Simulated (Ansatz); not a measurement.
C7H18Sn⁻, that is Sn(tBu)Me3 with one electron more. Total charge -1; doublet. Geometry PBE-D4/def2-SVP, that of the neutral singlet; atoms count from 1.

```xyz
26

Sn   -0.237   -0.179    0.961
C     0.285    0.216   -1.160
C     0.397   -1.128   -1.891
C     1.625    0.960   -1.200
C    -0.823    1.074   -1.782
H     0.656   -0.971   -2.964
H     1.187   -1.775   -1.457
H    -0.556   -1.698   -1.867
H     2.447    0.370   -0.742
H     1.577    1.936   -0.672
H     1.925    1.173   -2.253
H    -0.938    2.050   -1.265
H    -1.809    0.563   -1.761
H    -0.595    1.297   -2.851
C    -0.171    1.691    2.080
H    -0.487    1.521    3.128
H    -0.850    2.437    1.622
H     0.858    2.100    2.082
C     1.196   -1.588    1.805
H     2.228   -1.205    1.684
H     1.118   -2.567    1.294
H     0.998   -1.735    2.885
C    -2.243   -1.024    1.067
H    -2.303   -1.949    0.460
H    -2.986   -0.298    0.682
H    -2.499   -1.271    2.115
```

In the def2 sets Sn takes a core potential; there is no spin–orbit coupling. The highest occupied level of the charge -1 doublet lies above zero (up to 2.67 eV). By energy differences it is unbound by 1.47 eV (vertical, to the charge 0 singlet, at PBE0-D4/def2-TZVP) and held by the finite basis.

Q: Estimate the Mulliken populations from the PBE0/def2-TZVP orbitals of Ansatz.

A: 
```json
{"atom": "Sn1", "charge (e)": "0.53", "spin (α − β)": "0.54"}
{"atom": "C2", "charge (e)": "-0.28", "spin (α − β)": "0.21"}
{"atom": "C3", "charge (e)": "-0.21", "spin (α − β)": "-0.19"}
{"atom": "C4", "charge (e)": "-0.21", "spin (α − β)": "-0.19"}
{"atom": "C5", "charge (e)": "-0.21", "spin (α − β)": "-0.19"}
{"atom": "H6", "charge (e)": "0.03", "spin (α − β)": "0.04"}
{"atom": "H7", "charge (e)": "0.03", "spin (α − β)": "0.10"}
{"atom": "H8", "charge (e)": "0.02", "spin (α − β)": "0.11"}
{"atom": "H9", "charge (e)": "0.02", "spin (α − β)": "0.11"}
{"atom": "H10", "charge (e)": "0.03", "spin (α − β)": "0.10"}
{"atom": "H11", "charge (e)": "0.03", "spin (α − β)": "0.04"}
{"atom": "H12", "charge (e)": "0.02", "spin (α − β)": "0.11"}
{"atom": "H13", "charge (e)": "0.03", "spin (α − β)": "0.10"}
{"atom": "H14", "charge (e)": "0.03", "spin (α − β)": "0.04"}
{"atom": "C15", "charge (e)": "-0.24", "spin (α − β)": "-0.42"}
{"atom": "H16", "charge (e)": "0.00", "spin (α − β)": "0.15"}
{"atom": "H17", "charge (e)": "-0.02", "spin (α − β)": "0.15"}
{"atom": "H18", "charge (e)": "-0.01", "spin (α − β)": "0.14"}
{"atom": "C19", "charge (e)": "-0.24", "spin (α − β)": "-0.42"}
{"atom": "H20", "charge (e)": "-0.03", "spin (α − β)": "0.15"}
{"atom": "H21", "charge (e)": "-0.01", "spin (α − β)": "0.14"}
{"atom": "H22", "charge (e)": "0.00", "spin (α − β)": "0.15"}
{"atom": "C23", "charge (e)": "-0.24", "spin (α − β)": "-0.42"}
{"atom": "H24", "charge (e)": "-0.03", "spin (α − β)": "0.15"}
{"atom": "H25", "charge (e)": "-0.01", "spin (α − β)": "0.14"}
{"atom": "H26", "charge (e)": "0.00", "spin (α − β)": "0.15"}
```
Mulliken values and Mayer orders depend strongly on the basis.

Q: Where does the spin sit?

A: Summed by element: Sn 0.54, C -1.61, H 2.07, of 1 unpaired in all. Largest on single atoms: Sn1 0.54, C23 -0.42, C15 -0.42.

Q: And the Mayer bond orders between bonded heavy atoms (over 0.3)?

A: Sn1–C2 1.03 (2.22 Å); C2–C3 0.92 (1.53 Å); C2–C4 0.92 (1.53 Å); C2–C5 0.92 (1.53 Å). Values over 0.3 also appear between atoms too far apart for a bond (C15–C19 0.37 at 3.56 Å; C15–C23 0.37 at 3.56 Å; C19–C23 0.37 at 3.56 Å); they arise where an orbital or an unpaired electron spreads over both atoms.
